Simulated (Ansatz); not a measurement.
BiMe2F (C2H6BiF), 10 atoms. Hardware: 4 threads of Intel Xeon on a shared host.

In the def2 sets Bi takes a core potential; there is no spin–orbit coupling. Correlated methods freeze 7 core orbitals; core or outer-core shells of Bi are correlated, in sets that lack core-valence functions.

(1) How many basis functions does each of these Ansatz runs have, and roughly what does it cost? PBE0-D4/def2-SVP, charge 0 singlet, relaxation, 14 steps; PBE-D4/def2-TZVP, charge 1 doublet at the geometry of the charge 0 singlet, energy, from earlier orbitals; PBE0-D4/def2-TZVP, charge 0 triplet at the geometry of the charge 0 singlet, energy; r2SCAN-D4/def2-TZVP, charge 0 singlet, energy and forces, from earlier orbitals; PBE-D4/def2-SVP, charge 0 singlet, energy, from earlier orbitals; PBE-D4/def2-TZVP, charge 0 triplet at the geometry of the charge 0 singlet, energy, from earlier orbitals; HF/def2-TZVP, charge 0 singlet, energy, from earlier orbitals; r2SCAN-D4/def2-TZVP, charge 0 triplet at the geometry of the charge 0 singlet, energy, from earlier orbitals; PBE0-D4/def2-SVP, charge 1 doublet at the geometry of the charge 0 singlet, energy with a search over starts; r2SCAN-D4/def2-TZVP, charge 1 doublet at the geometry of the charge 0 singlet, energy, from earlier orbitals; B2PLYP/def2-TZVP, charge 0 singlet, energy, from earlier orbitals; HSE06-D4/def2-TZVP, charge 0 singlet, energy, from earlier orbitals.

Answers

(1) Other jobs shared the machine, so times can vary by a factor of up to 3. A dash marks memory too small to be measured apart from the calling script's.

```tsv
run	functions	fitting or Cholesky vectors	wall time	peak host memory (GiB)
PBE-D4/def2-SVP, charge 0 singlet, energy, from earlier orbitals	98	1088	2.7 s	–
HF/def2-TZVP, charge 0 singlet, energy, from earlier orbitals	179	1475	4.5 s	–
PBE-D4/def2-TZVP, charge 1 doublet at the geometry of the charge 0 singlet, energy, from earlier orbitals	179	1140	6 s	–
r2SCAN-D4/def2-TZVP, charge 0 singlet, energy and forces, from earlier orbitals	179	1140	6.5 s	–
HSE06-D4/def2-TZVP, charge 0 singlet, energy, from earlier orbitals	179	1185	6.5 s	–
PBE-D4/def2-TZVP, charge 0 triplet at the geometry of the charge 0 singlet, energy, from earlier orbitals	179	1140	7.5 s	–
PBE0-D4/def2-SVP, charge 1 doublet at the geometry of the charge 0 singlet, energy with a search over starts	98	1065	8.5 s	–
r2SCAN-D4/def2-TZVP, charge 1 doublet at the geometry of the charge 0 singlet, energy, from earlier orbitals	179	1140	11 s	–
r2SCAN-D4/def2-TZVP, charge 0 triplet at the geometry of the charge 0 singlet, energy, from earlier orbitals	179	1140	11 s	–
B2PLYP/def2-TZVP, charge 0 singlet, energy, from earlier orbitals	179	1368	13 s	–
PBE0-D4/def2-TZVP, charge 0 triplet at the geometry of the charge 0 singlet, energy	179	1185	14 s	–
PBE0-D4/def2-SVP, charge 0 singlet, relaxation, 14 steps	98	1158	77 s	–
```
